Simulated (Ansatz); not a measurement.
Correlation energies of `CBOCC` by basis set

Cartesian coordinates in Å:
```
C -1.408 1.538 1.450
B -0.492 0.341 1.047
O -0.495 -0.103 -0.226
C 0.328 -1.175 -0.656
C 1.365 -0.680 -1.634
H -0.805 2.351 1.869
H -2.090 1.238 2.254
H -1.998 1.931 0.620
H 0.228 -0.210 1.846
H 0.802 -1.648 0.212
H -0.325 -1.913 -1.131
H 1.961 -1.516 -2.009
H 0.889 -0.188 -2.484
H 2.039 0.034 -1.157
```

Total charge 0; spin multiplicity 1. The structure was optimised at the PBE0-D4/def2-TZVP level. It is one conformer, not always the lowest. Frozen core, restricted reference, Ansatz. CBS rows extrapolate triple and quadruple zeta; past MP2 they add the triple-zeta difference.

| basis | HF (Eh) | MP2 corr. |
| --- | --- | --- |
| def2-SVP | -218.28055 | -0.70112 |
| def2-TZVPP | -218.52791 | -0.86615 |
| def2-QZVPP | -218.53862 | -0.92468 |

**Question.** Estimate the CCSD correlation energy and the (T) correction in each basis where they were run (hartree).

**Answer.** 
```json
{"basis": "def2-SVP", "CCSD corr.": "-0.76196", "(T)": "-0.02086"}
{"basis": "def2-TZVPP", "CCSD corr.": "-0.91599", "(T)": "-0.03422"}
{"basis": "CBS(def2)", "CCSD corr.": "-1.01788", "(T)": "as TZ"}
```
